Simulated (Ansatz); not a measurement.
Members of the series SiXY, Y = H; each row names its spin state. All species are isolated molecules in the gas phase. One relaxed conformer stands for each flexible species; it need not be the lowest. Strings in code marks are SMILES.

Quantity: adiabatic spin-state energy, in eV. HF references are unrestricted for open shells and restricted for singlets. The restricted reference of `F[SiH]` is unstable towards unrestricted orbitals.

Case: `F[SiH]`: multiplicity 3 minus multiplicity 1. The other species in the difference include `F[SiH]` (neutral, multiplicity 1). Geometry of `F[SiH]` (neutral, multiplicity 3, Å):

```xyz
3

F      1.3316    -0.2340     0.0000
Si    -0.0647     0.5598     0.0000
H     -1.2670    -0.3259     0.0000
```

**Question.** Estimate the adiabatic spin-state energy that composite: frozen-core CCSD(T) with HF/cc-pV5Z and the correlation energy extrapolated as X^-3 from cc-pVQZ and cc-pV5Z, plus CCSDT(Q) minus CCSD(T) in cc-pVDZ // PBE0-D3(BJ)/def2-TZVP (Ansatz, a program for electronic structure) returns for this input.

**Answer.** 1.68 eV.
